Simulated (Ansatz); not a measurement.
Reaction (ligand exchange at a Ge–S bond): `C=C[SiH2][S][GeH3]` + `F[SiH](F)S` → `F[SiH](F)[S][GeH3]` + `C=C[SiH2]S`

Program: Ansatz. Geometries: PBE0-D4/def2-TZVP. ΔE: electronic, gas phase. CBS: MP2 limit from def2 TZ/QZ plus the TZ coupled-cluster correction, frozen cores. DFT in def2-TZVPP. For Ge outer-core shells are correlated without core-valence functions, which leaves a few kJ/mol of doubt a bond. Scalar relativity is left out up to krypton. One conformer a species, not always the lowest.

`C=C[SiH2][S][GeH3]`:

```xyz
13

C    -1.782   -0.269   -0.802
C    -0.668   -0.160   -1.518
Si    0.794    0.875   -1.018
S     0.639    1.570    0.992
Ge    0.775   -0.398    2.031
H    -1.903    0.257    0.141
H    -2.620   -0.880   -1.126
H    -0.600   -0.708   -2.458
H     0.894    2.098   -1.857
H     2.036    0.075   -1.196
H    -0.633   -0.932    2.331
H     1.538   -1.385    1.137
H     1.531   -0.144    3.342
```

`F[SiH](F)S`:

Z-matrix (Å, degrees):
```
Si
F 1 1.585
S 1 2.104 2 111.3
F 1 1.585 2 105.3 3 120.8
H 1 1.470 2 109.7 3 -121.2
H 3 1.346 1 93.3 2 58.6
```

`F[SiH](F)[S][GeH3]`:

```xyz
9

F     0.881   -2.097    0.428
Si   -0.580   -1.510    0.238
F    -0.934   -0.826    1.628
S    -0.668   -0.119   -1.323
Ge    0.518    1.534   -0.369
H    -1.507   -2.624   -0.013
H     1.632    0.922    0.486
H     1.086    2.327   -1.550
H    -0.427    2.394    0.476
```

`C=C[SiH2]S`:

Z-matrix (Å, degrees):
```
Si
C 1 1.854
S 1 2.141 2 112.0
H 1 1.487 2 107.7 3 -123.2
H 1 1.485 2 112.2 3 115.4
C 2 1.331 1 122.0 3 120.2
H 2 1.088 1 119.2 3 -58.7
H 3 1.344 1 94.5 2 -57.1
H 6 1.087 2 121.6 1 0.6
H 6 1.086 2 122.3 1 -179.5
```

```json
{"species": "`C=C[SiH2][S][GeH3]`", "PBE energy (Eh)": "-2845.02658"}
{"species": "`F[SiH](F)S`", "PBE energy (Eh)": "-888.33977"}
{"species": "`F[SiH](F)[S][GeH3]`", "PBE energy (Eh)": "-2966.24269"}
{"species": "`C=C[SiH2]S`", "PBE energy (Eh)": "-767.12578"}
```

Problem. Work out ΔE.

Solution. ΔE = (-2966.24269) + (-767.12578) − (-2845.02658) − (-888.33977) = -0.00212 Eh = -5.6 kJ/mol. CCSD(T)/CBS gives -1.1 kJ/mol.

Largest T1 diagnostic among the species: 0.012.

In def2-TZVPP, CCSD(T) changes the Hartree–Fock value by +8.2 kJ/mol (the triples alone add +1.3 kJ/mol) and MP2 by +9.4 kJ/mol. The D4 term adds +5.5 kJ/mol with B3LYP and +3.1 kJ/mol with PBE0; it sums over pairs of atoms, weighted by their polarisabilities, and B3LYP, whose exchange is more repulsive, gets the larger term.

B3LYP here is the variant with VWN-RPA as its local correlation; programs differ in this.
